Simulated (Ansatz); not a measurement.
`N=C([SiH3])[SeH]` + `B1B[SiH2]1` → `[SiH3]B1B[SiH2]1` + `N=C[SeH]`  (formal exchange of groups at the Si–C bond)

Isolated molecules relaxed with PBE0-D4/def2-TZVP in Ansatz; ΔE leaves out vibrations. CCSD(T)/CBS adds triple-zeta CCSD(T) − MP2 to the extrapolated MP2 energy (def2 sets, frozen cores). Functionals use def2-TZVPP. For Se outer-core shells are correlated without core-valence functions, which leaves a few kJ/mol of doubt a bond. Scalar relativity is left out up to krypton. One conformer a species, not always the lowest.

(1) Is it downhill or uphill in electronic energy at CCSD(T)/CBS, and by how much? (Estimate.)

(2) What do these levels give: PBE0-D4, PBE, PBE0, MP2/def2-TZVPP, SCS-MP2/def2-QZVPP, MP2/CBS(def2)? (An estimate is asked.)

Largest T1 diagnostic among the species: 0.015.

Results:

(1) The calculation gave: Downhill: ΔE = -23.6 kJ/mol.

(2) Ansatz gave: PBE0-D4 -29.8, PBE -28.5, PBE0 -30.9, MP2/def2-TZVPP -26.7, SCS-MP2/def2-QZVPP -24.1, MP2/CBS(def2) -23.3 kJ/mol.

In def2-TZVPP, CCSD(T) changes the Hartree–Fock value by +3.6 kJ/mol (the triples alone add +0.8 kJ/mol) and MP2 by +3.9 kJ/mol.
